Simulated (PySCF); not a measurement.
GeH₃, SMILES [GeH3], multiplicity 2.

The structure is a stationary point at ωB97X-D3(BJ)/def2-TZVPD. The isomer is the one that the SMILES or the coordinates give; other isomers of the formula were not compared.

Two levels are set side by side: PBE/def2-TZVPD (PySCF) and r2SCAN/def2-TZVPD (PySCF). Same geometry, gas phase. Differences are taken from unrounded values.

```
quantity                      PBE
---------------------------  ----
α-spin orbital gap (eV)      4.75
β-spin orbital gap (eV)      4.61
mean polarisability (bohr³)  38.6
```

Task: These are the PBE values. What does r2SCAN give? (Estimate from the structure and the level; the computed values follow.)

Result: 
```tsv
quantity	r2SCAN	PBE minus r2SCAN
α-spin orbital gap (eV)	5.78	-1.03
β-spin orbital gap (eV)	5.43	-0.82
mean polarisability (bohr³)	37.6	1.1
```

Rough cost on one machine, each run with all the roots and properties that it gave: r2SCAN against PBE within a factor of 2.
